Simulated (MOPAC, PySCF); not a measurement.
C7H16, SMILES `CCC(CC)CC`, neutral singlet in the gas phase. 

Z-matrix (Å, degrees):
```
C
H 1 1.1172
C 1 1.5424 2 107.53
H 3 1.1107 1 109.07 2 -74.68
H 3 1.1139 4 105.53 1 116.23
C 3 1.5299 4 108.51 5 117.79
H 6 1.1088 3 111.37 4 -57.00
H 6 1.1094 7 107.08 3 123.15
H 6 1.1103 7 107.48 8 114.94
C 1 1.5424 2 107.54 3 120.00
H 10 1.1107 1 109.08 2 -74.64
H 10 1.1139 11 105.54 8 101.48
C 10 1.5299 11 108.51 12 117.79
H 13 1.1088 10 111.37 11 -57.02
H 13 1.1094 14 107.08 10 123.15
H 13 1.1103 14 107.48 15 114.94
C 1 1.5424 2 107.54 3 -120.00
H 17 1.1107 1 109.07 2 -74.65
H 17 1.1139 18 105.54 15 101.47
C 17 1.5299 18 108.51 19 117.79
H 20 1.1088 17 111.37 18 -57.04
H 20 1.1094 21 107.08 17 123.15
H 20 1.1103 21 107.48 22 114.94
```
Charge 0, spin multiplicity 1.

All levels are single points at this geometry (PBE-D3(BJ)/def2-SVP); Pople sets use spherical d functions. Orbital energies aren't observables, and empty levels follow the basis.

HF/6-31G* in PySCF gives gap (eV) = 18.03.

Estimate the gap (eV) from each of these levels: PBE-D3(BJ)/def2-TZVP in PySCF; B3LYP/3-21G in PySCF; B3LYP/6-311+G** in PySCF; B3LYP/6-31G* in PySCF; M06-2X/6-31G* in PySCF; PBE/6-31G* in PySCF; SVWN5/6-31G* in PySCF; HF/3-21G in PySCF; HF/STO-3G in PySCF; AM1 in MOPAC; PM3 in MOPAC; PM7 in MOPAC.


| level | gap (eV) |
|---|---|
| PBE-D3(BJ)/def2-TZVP in PySCF | 7.66 |
| B3LYP/3-21G in PySCF | 11.15 |
| B3LYP/6-311+G** in PySCF | 8.48 |
| B3LYP/6-31G* in PySCF | 10.60 |
| M06-2X/6-31G* in PySCF | 13.18 |
| PBE/6-31G* in PySCF | 8.79 |
| SVWN5/6-31G* in PySCF | 8.55 |
| HF/3-21G in PySCF | 18.64 |
| HF/STO-3G in PySCF | 25.78 |
| AM1 in MOPAC | 14.67 |
| PM3 in MOPAC | 14.56 |
| PM7 in MOPAC | 14.98 |
